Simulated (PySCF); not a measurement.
Sn(F)(Cl)2(OH) (Cl2FHOSn), SMILES [OH][Sn]([F])([Cl])[Cl]. Atoms are numbered in the order given.

```xyz
6

O      1.4394     1.5686     0.0000
Sn     0.0014     0.2267     0.0000
F     -1.6539     1.2243     0.0000
Cl     0.0659    -1.0989     1.9123
Cl     0.0659    -1.0989    -1.9123
H      1.0591     2.4620     0.0000
```

The structure is a stationary point at B3LYP-D3(BJ)/def2-SVP. The def2 effective core potentials stand for the cores of Sn; spin–orbit coupling is left out. One conformer was computed; it need not be the lowest.

Calculation: PySCF with PBE/def2-TZVP.

### Question
Estimate the frontier levels, gap, dipole moment and polarisability. (Estimate from the structure and the level; the computed values follow.)

### Answer

```yaml
highest_occupied_level: -8.11 eV
lowest_empty_level: -4.19 eV
orbital_gap: 3.92 eV
dipole_moment: 1.01 D
quadrupole, principal values (traceless, Buckingham form, about the centre of nuclear charge): -7.21, -0.25, 7.46 D·Å
mean_static_polarisability: 66.1 bohr³ (9.79 Å³)
polarisability_principal_values: 53.2, 66.8, 78.1 bohr³
```
